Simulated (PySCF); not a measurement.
Record of a relaxation.

C₉H₁₀O₃.
Numbering: `[CH3:1][C@@H:2]([O:3][CH:4]=[O:5])[O:6][c:7]1[cH:8][cH:9][cH:10][cH:11][cH:12]1` (hydrogens: H13, H14, H15 on C1; H16 on C2; H17 on C4; H18 on C8; H19 on C9; H20 on C10; H21 on C11; H22 on C12)

Method: PBE0-D3(BJ)/def2-SVP geometry optimisation, gas phase in PySCF 2.14.0; density fitting, grid level 1; the optimiser is geomeTRIC in internal coordinates, started from a GFN2-xTB structure with every atom displaced at random (about 0.01 Å). 4 of its 10 geometries are shown. The frame can shift and turn from step to step; on so coarse a grid that alone can change the energy by a few meV, and forces under 0.02 eV/Å are noise.

Step 0: E = -15608.3991 eV, largest atomic force 2.510 eV/Å
```
atom  x, y, z in Å  |  force x, y, z in eV/Å
C1     -2.744   -1.047   -1.104   -1.333   2.127   0.031
C2     -1.638   -0.196   -0.524   -0.033   0.076  -0.232
O3     -2.100    0.390    0.714    0.464  -0.720  -0.282
C4     -2.178    1.703    0.799   -1.072   0.043   0.949
O5     -2.014    2.497   -0.071    0.469   0.543  -0.730
O6     -0.578   -1.039   -0.264    0.909   0.317   0.303
C7      0.692   -0.548    0.007   -0.941  -0.077  -0.209
C8      1.045    0.803    0.031   -1.346  -0.079  -0.049
C9      2.339    1.162    0.325    0.393  -0.580  -0.136
C10     3.302    0.194    0.558   -0.674  -0.028  -0.039
C11     2.945   -1.147    0.530    0.499   0.606   0.011
C12     1.659   -1.514    0.260   -1.052  -0.900  -0.241
H13    -3.648   -0.376   -1.329    1.113  -0.826   0.239
H14    -3.063   -1.789   -0.389   -0.071  -0.568   0.442
H15    -2.426   -1.502   -2.025    0.293  -0.415  -0.634
H16    -1.353    0.643   -1.193   -0.074  -0.261   0.141
H17    -2.546    1.968    1.819    0.270  -0.016  -0.046
H18     0.297    1.583   -0.141    0.068  -0.053  -0.079
H19     2.600    2.197    0.328    0.259   0.944   0.082
H20     4.298    0.496    0.762    1.209   0.239   0.258
H21     3.682   -1.903    0.699    0.633  -0.614   0.185
H22     1.364   -2.572    0.219    0.015   0.243   0.035
```

Step 3: E = -15608.5731 eV, largest atomic force 0.482 eV/Å
```
atom  x, y, z in Å  |  force x, y, z in eV/Å
C1     -2.829   -0.884   -1.063    0.043   0.006   0.005
C2     -1.639   -0.145   -0.514    0.006   0.021   0.064
O3     -1.995    0.407    0.763    0.075   0.184  -0.270
C4     -2.125    1.727    0.888    0.003   0.224   0.338
O5     -2.024    2.573    0.043    0.046  -0.459  -0.141
O6     -0.600   -1.036   -0.312   -0.051   0.112  -0.087
C7      0.658   -0.581   -0.050    0.096  -0.083   0.065
C8      1.054    0.760   -0.040   -0.087  -0.001   0.002
C9      2.383    1.080    0.246   -0.014   0.035  -0.049
C10     3.321    0.089    0.517    0.073   0.043   0.004
C11     2.919   -1.248    0.501   -0.029  -0.039  -0.035
C12     1.598   -1.580    0.224    0.056  -0.039   0.012
H13    -3.650   -0.169   -1.210   -0.030  -0.066  -0.055
H14    -3.148   -1.662   -0.354    0.033   0.009  -0.023
H15    -2.571   -1.351   -2.024   -0.032   0.024   0.034
H16    -1.346    0.686   -1.174    0.046   0.040   0.000
H17    -2.342    1.947    1.951   -0.066   0.026   0.108
H18     0.356    1.570   -0.250   -0.079   0.018  -0.008
H19     2.681    2.132    0.248   -0.008  -0.037   0.014
H20     4.358    0.355    0.734   -0.046  -0.022  -0.002
H21     3.642   -2.043    0.699   -0.018   0.021   0.023
H22     1.265   -2.619    0.209   -0.014  -0.018   0.000
```

Step 6: E = -15608.5860 eV, largest atomic force 0.367 eV/Å
```
atom  x, y, z in Å  |  force x, y, z in eV/Å
C1     -2.822   -0.885   -1.069   -0.011  -0.005   0.001
C2     -1.640   -0.140   -0.511   -0.032   0.026   0.001
O3     -1.990    0.398    0.773   -0.110   0.024  -0.002
C4     -2.122    1.716    0.903    0.364   0.020   0.043
O5     -1.981    2.530    0.034   -0.136  -0.007  -0.016
O6     -0.604   -1.034   -0.322    0.013   0.061  -0.034
C7      0.652   -0.580   -0.051    0.134  -0.075   0.044
C8      1.044    0.761   -0.040   -0.122   0.054  -0.042
C9      2.373    1.088    0.238    0.002   0.001   0.004
C10     3.314    0.100    0.511   -0.018  -0.010   0.000
C11     2.912   -1.237    0.502    0.007  -0.028  -0.001
C12     1.594   -1.576    0.224    0.051  -0.036   0.019
H13    -3.665   -0.197   -1.222    0.026  -0.012   0.005
H14    -3.122   -1.677   -0.368    0.005  -0.002  -0.012
H15    -2.551   -1.340   -2.031   -0.004  -0.002   0.006
H16    -1.346    0.700   -1.159    0.012   0.009  -0.004
H17    -2.331    1.956    1.965   -0.128  -0.007  -0.007
H18     0.336    1.564   -0.248   -0.021   0.017  -0.001
H19     2.668    2.140    0.242   -0.015  -0.005  -0.002
H20     4.350    0.367    0.731   -0.012  -0.003  -0.004
H21     3.636   -2.028    0.714   -0.006  -0.001   0.000
H22     1.261   -2.616    0.214    0.003  -0.017   0.001
```

Step 9: E = -15608.5913 eV, largest atomic force under 0.02 eV/Å
```
atom  x, y, z in Å  |  force x, y, z in eV/Å
C1     -2.814   -0.884   -1.070   -0.003   0.003   0.001
C2     -1.633   -0.138   -0.511   -0.006  -0.002   0.003
O3     -1.984    0.396    0.775    0.004  -0.013   0.000
C4     -2.118    1.714    0.908    0.013  -0.002   0.002
O5     -2.004    2.529    0.037   -0.007   0.011   0.000
O6     -0.598   -1.036   -0.328    0.004  -0.009  -0.004
C7      0.659   -0.587   -0.052   -0.012   0.009   0.003
C8      1.037    0.758   -0.045    0.014  -0.002   0.001
C9      2.364    1.090    0.235   -0.001  -0.005   0.002
C10     3.308    0.106    0.512    0.000   0.001   0.001
C11     2.918   -1.234    0.506   -0.004   0.012  -0.002
C12     1.602   -1.582    0.227   -0.007  -0.002   0.000
H13    -3.657   -0.197   -1.220   -0.004   0.003   0.000
H14    -3.112   -1.679   -0.373    0.002  -0.004   0.001
H15    -2.545   -1.335   -2.034    0.003  -0.001  -0.004
H16    -1.339    0.704   -1.158   -0.001  -0.005   0.001
H17    -2.356    1.947    1.967   -0.004  -0.003  -0.007
H18     0.323    1.556   -0.256    0.002  -0.002   0.003
H19     2.654    2.144    0.238    0.002   0.003   0.001
H20     4.342    0.380    0.732    0.004   0.003   0.001
H21     3.646   -2.020    0.722    0.002   0.001   0.000
H22     1.274   -2.623    0.219    0.001   0.003  -0.001
```

**Question.** Summarise the path.

**Answer.** The energy falls by 18.55 kJ/mol from step 0 to step 9; nine tenths of that is first reached at step 1. It rises by more than 0.2 meV at steps 2, 6 and 8. The largest force goes from 2.510 to under 0.02 eV/Å. Among the bonds C1–H13 changes most, from 1.148 to 1.098 Å; the atoms move by 0.075 Å rms after alignment.

**Question.** Follow the three bonds and two angles with the largest change from start to end.

**Answer.** 
```csv
step,E above end (kJ/mol),largest force (eV/Å),C1–H13 (Å),C10–H20 (Å),C9–H19 (Å),H14–C1–H15 (°),H13–C1–H14 (°)
0,18.55,2.510,1.148,1.060,1.067,111.4,107.4
1,1.69,0.729,1.101,1.096,1.096,109.5,109.4
2,7.92,1.339,1.098,1.092,1.093,109.2,109.2
3,1.76,0.482,1.099,1.093,1.094,109.4,109.2
4,0.79,0.334,1.097,1.090,1.092,109.2,109.1
5,0.25,0.232,1.098,1.091,1.092,109.2,109.2
6,0.52,0.367,1.099,1.092,1.093,109.1,109.3
7,0.02,0.041,1.099,1.092,1.093,109.1,109.3
8,0.05,0.098,1.098,1.092,1.093,109.0,109.4
9,0.00,under 0.02,1.098,1.092,1.093,109.0,109.4
```

The cost below is that of the whole optimisation. The run took 7.6 min of wall time on Arm Neoverse N1, one thread, no GPU, shared host, and the process peaked at 1.0 GiB of memory.
